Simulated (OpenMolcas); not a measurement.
An OpenMolcas run meant for Mn VI (ANO-L-VQZP, non-relativistic; inactive shells 1s 2s 2p 3s 3p; intended active space 2 electrons in 5 orbitals (3d)). One step of its input:

```
&RASSCF
FileOrb=start.orb
Symmetry=2
Spin=3
nActEl=2 0 0
Inactive=3 6
Ras2=5 0
CIRoot=10 10 1
SDav=10
CIMx=300
Iter=76 100
PrWF=0.3
OrbListing=Nothing
MaxOrb=0
Atom
>>> COPY $Project.JobIph JOB001
```

Lines from the output:

```
...
      Number of secondary orbitals              70
      Spin quantum number                      1.0
      State symmetry                             2
Orbital specifications:
      -----------------------

      Symmetry species                           1   2
                                                ag  au
      Frozen orbitals                            0   0
      Inactive orbitals                          3   6
      Active orbitals                            5   0
      RAS1 orbitals                              0   0
      RAS2 orbitals                              5   0
      RAS3 orbitals                              0   0
      Secondary orbitals                        37  33
      Deleted orbitals                           0   0
      Number of basis functions                 45  39
      Number of CSFs                             0
      Number of root(s) required                10
 ************ ERROR ***********
  You can't ask for more roots
  than there are configurations
 ******************************
--- Stop Module: rasscf at  /rc=_RC_INPUT_ERROR_ ---
.####################.
.# User input error #.
.####################.
```

Task: What is wrong with the input?

Result: The state symmetry names the wrong parity for these configurations.
